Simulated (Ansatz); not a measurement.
`[OH][SnH2][Br]` + NH₃ → `[NH2][SnH2][Br]` + H₂O at 400 K and 1 bar (ligand exchange at the Sn–O bond).

Gas-phase electronic energies from Ansatz, PBE0-D4/def2-TZVP geometries. CBS: MP2 limit from def2 TZ/QZ plus the TZ coupled-cluster correction, frozen cores. This one scheme is used for every species. Elements past krypton have def2 core potentials. For Br, Sn outer-core shells are correlated without core-valence functions, which leaves a few kJ/mol of doubt a bond. Scalar relativity is left out up to krypton. One conformer a species, not always the lowest.

```json
{"species": "`[OH][SnH2][Br]`", "CCSD(T)/CBS energy (Eh)": "-2864.37583", "H − E (kJ/mol)": "98.6", "S (J/(mol·K))": "358.0"}
{"species": "NH₃", "CCSD(T)/CBS energy (Eh)": "-56.50880", "H − E (kJ/mol)": "104.2", "S (J/(mol·K))": "203.1"}
{"species": "`[NH2][SnH2][Br]`", "CCSD(T)/CBS energy (Eh)": "-2844.49555", "H − E (kJ/mol)": "131.6", "S (J/(mol·K))": "370.1"}
{"species": "H₂O", "CCSD(T)/CBS energy (Eh)": "-76.37941", "H − E (kJ/mol)": "69.8", "S (J/(mol·K))": "198.6"}
```

H − E and S are ideal-gas, rigid-rotor, harmonic terms from PBE0-D4/def2-TZVP, for one conformer and one mirror image of each species. 1 Eh = 2625.50 kJ/mol, R = 8.31446 J/(mol·K).

Task: By hand: ΔE, ΔH, ΔS and ΔG.

Result: ΔE = (-2844.49555) + (-76.37941) − (-2864.37583) − (-56.50880) = 0.00967 Eh = 25.4 kJ/mol. Δ(H − E) = 131.6 + 69.8 − 98.6 − 104.2 = -1.4, so ΔH = 24.0 kJ/mol. ΔS = 370.1 + 198.6 − 358.0 − 203.1 = 7.6 J/(mol·K). ΔG = 24.0 − 400 × (7.6)/1000 = 21.0 kJ/mol.

Task: By hand: the equilibrium constant, and the temperature at which ΔG would vanish if ΔH and ΔS stayed fixed.

Result: log₁₀ K = −ΔG/(RT ln 10) = -2.7. ΔG = 0 at ΔH/ΔS = 3158 K, far beyond where these terms or the molecules hold.

The number of gas molecules stays the same, so ΔS is small and ΔH decides. A doubt of 5 kJ/mol in ΔE shifts log₁₀ K by 0.7 here. Other conformers and mirror images would add mixing entropy, several J/(mol·K) or more a flexible species. These are equilibria of isolated gas molecules and say nothing of rates. Largest T1 diagnostic: 0.011 (customary marks: 0.02 for closed shells, 0.045 for open ones).
